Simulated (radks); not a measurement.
Results of a calculation; reference values are marked as such.
The niobium ion Nb25+, 16 electrons, occupied as [Ne] 3s1 3p4 4p1 (not the ground configuration). Level of theory: Dirac Kohn-Sham, PBE, spin-unpolarised, spherical densities, finite nucleus; open shells fill j = l - 1/2 first; Fermi nuclear charge, rms radius 4.324 fm (a radial shooting solver on a logarithmic mesh with Libxc functionals).

Spin-orbit splittings of the eigenvalues, e(l+1/2) - e(l-1/2), with zeta = 2 splitting/(2l+1) and mean radii in bohr:

shell	occ.	splitting (eV)	zeta (eV)	<r> j=l-1/2	<r> j=l+1/2
2p	6	97.79	65.19	0.1329	0.1372
3p	4	22.43	14.95	0.3748	0.3816
4p	1	8.092	5.395	0.7443	0.7538
